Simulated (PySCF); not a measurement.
# Worked example: chemical shift, span and skew from a shielding tensor

Se(Et)(SeH) (C₂H₆Se₂), SMILES [Se](CC)[SeH]. Atoms are numbered in the order given.

```xyz
10

Se     0.0984    -0.5789     0.8788
C     -0.4155    -1.8381    -0.5650
C     -1.7178    -1.4921    -1.2652
H     -0.4763    -2.8030    -0.0339
H      0.4306    -1.8947    -1.2647
H     -1.6495    -0.5064    -1.7510
H     -2.5597    -1.4674    -0.5567
H     -1.9435    -2.2378    -2.0464
Se     0.4064     1.3942    -0.3688
H      1.8331     1.1717    -0.7046
```

Geometry optimised at B3LYP-D3(BJ)/def2-SVP. Other conformers were not sampled.

GIAO shieldings from B3LYP/pcSseg-1 in PySCF, non-relativistic, no solvent. The symmetric part of the tensor of Se9 has the principal values 1235.2, 1504.5, 2162.6 ppm. The same nucleus in Me2Se has σ = 1647.9 ppm at this level (PySCF, at its B3LYP-D3(BJ)/def2-TZVP geometry).

Question: Work out the isotropic shielding, the ⁷⁷Se shift against Me2Se, the span and the skew.

Answer: 
σ(iso) = (σ11 + σ22 + σ33)/3 = 1634.1 ppm. δ = σ(ref) − σ(iso) = 1647.9 − (1634.1) = 13.8 ppm.
Span Ω = σ33 − σ11 = 927.4 ppm. Skew κ = 3(σ(iso) − σ22)/Ω = 0.42. Tumbling in solution averages the tensor to δ; in a static solid the shielding alone would spread this spin-1/2 line over Ω.
